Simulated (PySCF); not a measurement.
SMILES N#CCB(O)O, PBE0/def2-SVP optimised geometry. Atoms within 1.6 Å of the plane z = 0.0 Å (x, y, z in Å): N1 (2.02, 1.83, 0.02), C2 (1.69, 0.72, 0.01), C3 (1.15, -0.62, 0.00), B4 (-0.45, -0.62, 0.00), O5 (-1.06, -1.83, 0.00), O6 (-1.19, 0.51, 0.00), H7 (1.52, -1.19, 0.88), H8 (1.51, -1.17, -0.89), H9 (-2.02, -1.75, 0.00), H10 (-0.66, 1.32, 0.00).

Calculation: PBE0/def2-TZVP (PySCF 2.14.0). Cells within 0.4 Å of a nucleus heavier than hydrogen are left out (blank, or x).

Map of the log10 of the electron density (e/bohr³), floored at −4 on the plane z = 0.0 Å:

```
|00000000000000000000000000000|
|00000000000000000000000000000|
|00000000000000000011111100000|
|00000000000000001223333210000|
|00000000000000012344444321000|
|00000000000000123456665532100|
|00000000011222234567887643200|
|00000001123333334678998653210|
|00000012345555445689xx8754210|
|00000123456776545789xx8754210|
|00000235678897656789998653210|
|0000124578999765678xx87653200|
|0000134689xx9765678xx87543100|
|0000134689xx97667889876542100|
|00001245789988777888875432000|
|000012346788xx888xx8765421000|
|000012345678xx889xx8765320000|
|000013456778xx888xx8764310000|
|00002356789998777787754310000|
|0000246799xx98666666653210000|
|0000245789xx98654555443100000|
|00002356789997543344322100000|
|00001235677876532222210000000|
|00000123456665421111000000000|
|00000012344443210000000000000|
|00000000122322100000000000000|
|00000000001110000000000000000|
|00000000000000000000000000000|
|00000000000000000000000000000|
```
Scale: ten equal steps from -4.00 (start of '0') to -0.185 (end of '9'), in the order '0123456789'; x runs from -4.50 to 4.50, y from -4.50 (bottom) to 4.50 (top).
